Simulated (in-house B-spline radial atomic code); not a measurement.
## BLYP excitations of the silver ion Ag⁺

Method: BLYP. Computed with a B-spline radial code for spherical atoms: linear response of the closed shell [Kr] 4d10 with the functional's adiabatic kernel; scalar-relativistic (spin-free one-electron X2C), finite nucleus, no spin-orbit coupling, no double excitations, S, P, D and F terms only; shells from n = 2 respond. Only terms of natural parity with L up to 3 were computed.

Command:
```bash
python run_td.py task.json out
```
Settings (radii: box in bohr, nucleus in fm):
```
Z                        47
electrons                46
configuration            [Kr] 4d10
hamiltonian              x2c
method                   b88,lyp
box_radius               41.61
rms_radius               4.5454
intervals                74
```

Time taken, with all properties: 3.8 s on 1 thread of Intel(R) Xeon(R) Platinum 8488C (Sapphire Rapids) (shared host).

The lowest states, in the order of their Tamm-Dancoff energies; the method's threshold (minus the highest occupied level) is 15.582 eV. Labels give the largest channel, * marks a mixed state, and oscillator strengths are full-response dipole values. Semilocal kernels can invert the small singlet-triplet splittings of Rydberg terms. Energies in eV:

```tsv
state	full response	Tamm-Dancoff	oscillator strength
4d → 5s 3D	3.759	3.790	-
4d → 5s 1D	4.399	4.426	-
4d → 5p 3P	8.758	8.779	-
4d → 5p 3F	8.788	8.804	-
4d → 5p 1F	9.027	9.029	-
4d → 5p 1P	9.650	9.731	0.541
4d → 6s 3D	?	?	-
4d → 6s 1D	12.517	12.520	-
4d → 5d 3S	?	?	-
4d → 5d 3D	13.386	13.387	-
```

Q: Where does 4d → 5d 3S lie?

A: At 13.349 eV in full response, 13.353 eV in Tamm-Dancoff.

Q: Where does 4d → 6s 3D lie?

A: At 12.457 eV in full response, 12.459 eV in Tamm-Dancoff.

Q: How large is the singlet-triplet splitting of 4d → 5s (D terms) in Tamm-Dancoff?

A: 0.636 eV, from the unrounded values.

Q: What polarisabilities and dispersion coefficient does the method give?

A: Dipole 10.94 bohr³, quadrupole 77.36 bohr⁵, C6 65.68 hartree·bohr⁶ for two such species.
